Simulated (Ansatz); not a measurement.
Relaxation of Li₉Cl₉⁻ (started as a model of: 2x3x3 LiCl rock-salt block) with UKS PBE-D4/def2-SVP.

```sh
$ ansatz run in.yaml --threads 4 --pin off --events-out ev --progress --plain --max-ram 9574MiB
```

```yaml
crystal:
  periodic: [false, false, false]
  atoms:
    - {symbol: Li, position_ang: [-0.926529, -2.218763, -2.221909]}
    - {symbol: Cl, position_ang: [-1.456093, -2.547756, -0.001988]}
    - {symbol: Li, position_ang: [-0.928619, -2.221059, 2.218778]}
    - {symbol: Cl, position_ang: [-1.453822, 0.001977, -2.549025]}
    - {symbol: Li, position_ang: [-1.323172, 0.000601, -0.000628]}
    - {symbol: Cl, position_ang: [-1.456160, -0.000627, 2.547672]}
    - {symbol: Li, position_ang: [-0.924539, 2.221908, -2.219603]}
    - {symbol: Cl, position_ang: [-1.453761, 2.549091, 0.000671]}
    - {symbol: Li, position_ang: [-0.926549, 2.219649, 2.221089]}
    - {symbol: Cl, position_ang: [1.316953, -2.402743, -2.404036]}
    - {symbol: Li, position_ang: [1.100332, -2.367198, -0.000749]}
    - {symbol: Cl, position_ang: [1.314701, -2.405153, 2.402702]}
    - {symbol: Li, position_ang: [1.102513, 0.000668, -2.366206]}
    - {symbol: Cl, position_ang: [1.175832, -0.000546, 0.000507]}
    - {symbol: Li, position_ang: [1.100336, -0.001691, 2.367161]}
    - {symbol: Cl, position_ang: [1.319116, 2.403930, -2.401476]}
    - {symbol: Li, position_ang: [1.102503, 2.366175, 0.001774]}
    - {symbol: Cl, position_ang: [1.316939, 2.401527, 2.405256]}
basis:
  gaussian: {orbitals: def2-SVP}
total_charge: -1
magnetization: {spin_polarized: true, initial_magnetization: 1}
hamiltonian: {xc: pbe, dispersion: d4}
scf: {lower_state_search: "off"}
output: {orbitals: {seedname: orbitals}}
relax: {f_tol: 0.03, max_steps: 70}
```

Run time 48 s (4 threads of Arm Neoverse V1 on a shared host).

Positions (Å) and forces (eV/Å) at steps 1, 4 of 4:

```xyz
18
step=1 energy=-114492.5553 eV
Li   -0.927   -2.219   -2.222   -0.077   -0.033   -0.034
Cl   -1.456   -2.548   -0.002    0.012   -0.024    0.000
Li   -0.929   -2.221    2.219   -0.077   -0.033    0.033
Cl   -1.454    0.002   -2.549    0.012    0.000   -0.024
Li   -1.323    0.001   -0.001   -0.019    0.000    0.000
Cl   -1.456   -0.001    2.548    0.012    0.000    0.024
Li   -0.925    2.222   -2.220   -0.077    0.034   -0.034
Cl   -1.454    2.549    0.001    0.012    0.024    0.000
Li   -0.927    2.220    2.221   -0.077    0.033    0.033
Cl    1.317   -2.403   -2.404    0.143   -0.029   -0.029
Li    1.100   -2.367   -0.001   -0.089   -0.001    0.000
Cl    1.315   -2.405    2.403    0.143   -0.029    0.029
Li    1.103    0.001   -2.366   -0.089    0.000   -0.001
Cl    1.176   -0.001    0.001    0.065    0.000    0.000
Li    1.100   -0.002    2.367   -0.089    0.000    0.001
Cl    1.319    2.404   -2.401    0.143    0.029   -0.029
Li    1.103    2.366    0.002   -0.089    0.001    0.000
Cl    1.317    2.402    2.405    0.143    0.029    0.029
18
step=4 energy=-114492.5790 eV
Li   -0.935   -2.254   -2.257   -0.001    0.002    0.002
Cl   -1.437   -2.555   -0.002   -0.004    0.000    0.000
Li   -0.937   -2.256    2.254   -0.001    0.002   -0.002
Cl   -1.435    0.002   -2.556   -0.004    0.000    0.000
Li   -1.304    0.001   -0.001    0.000    0.000    0.000
Cl   -1.437   -0.001    2.555   -0.004    0.000    0.000
Li   -0.933    2.257   -2.255   -0.001   -0.002    0.002
Cl   -1.435    2.557    0.001   -0.004    0.000    0.000
Li   -0.935    2.255    2.256   -0.001   -0.002   -0.002
Cl    1.340   -2.409   -2.410    0.003    0.001    0.001
Li    1.053   -2.365   -0.001    0.002    0.002    0.000
Cl    1.337   -2.411    2.409    0.003    0.001   -0.001
Li    1.055    0.001   -2.364    0.002    0.000    0.002
Cl    1.212   -0.001    0.001    0.001    0.000    0.000
Li    1.053   -0.002    2.365    0.002    0.000   -0.002
Cl    1.342    2.410   -2.407    0.003    0.000    0.000
Li    1.055    2.364    0.002    0.002   -0.002    0.000
Cl    1.340    2.408    2.411    0.003   -0.001   -0.001
```

The highest occupied level of the relaxed charge -1 doublet lies above zero (up to 0.97 eV). Energy differences disagree on whether the electron is bound (positive means bound): -0.10 eV (each at its own geometry, against the charge 0 singlet, at PBE0-D4/def2-TZVP), but 0.14 eV at PBE-D4/def2-TZVP.
